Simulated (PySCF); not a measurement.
Species: HBr.
Z-matrix (Å and degrees, PBE0-D3(BJ)/def2-SVP geometry), rows numbered from 1:
```
Br
H   1  1.4221
```

Method used: PBE0-D3(BJ)/def2-SVP geometry optimisation, gas phase (PySCF).

Masses are those of the commonest isotopes; rigid-rotor values at the optimised geometry. 

(1) What are the moment of inertia and the rotational constant?

(2) List the first levels of a rigid rotor in a Σ state.

(3) Where do the first rotational lines fall?

(4) Estimate the classical rotational partition function at 298.15 K.

## Answers

(1) I = 2.013 u·Å², B = 505379 MHz·u·Å²/I = 251112 MHz (8.3762 cm⁻¹, or 12.051 K as hB/k). For two atoms I = μr² with μ = 0.9951 u and r = 1.4221 Å.

(2) E(J) = BJ(J+1): J = 1: 16.752, J = 2: 50.257, J = 3: 100.514, J = 4: 167.524, J = 5: 251.286, J = 6: 351.800 cm⁻¹.

(3) The dipole is 1.08 D; J+1 ← J lies at 2B(J+1): 1 ← 0 at 502.22 GHz, 2 ← 1 at 1004.45 GHz, 3 ← 2 at 1506.67 GHz, 4 ← 3 at 2008.90 GHz, 5 ← 4 at 2511.12 GHz, 6 ← 5 at 3013.34 GHz.

(4) Point group C∞v, symmetry number σ = 1; q = kT/(σhB), k/h = 20836.6 MHz/K: 24.7 at 298.15 K.

PBE0-D3(BJ)/def2-SVP frequencies: not computed here. These are rigid-rotor constants of the computed structure; measured ground-state constants (B0) also hold zero-point vibration.
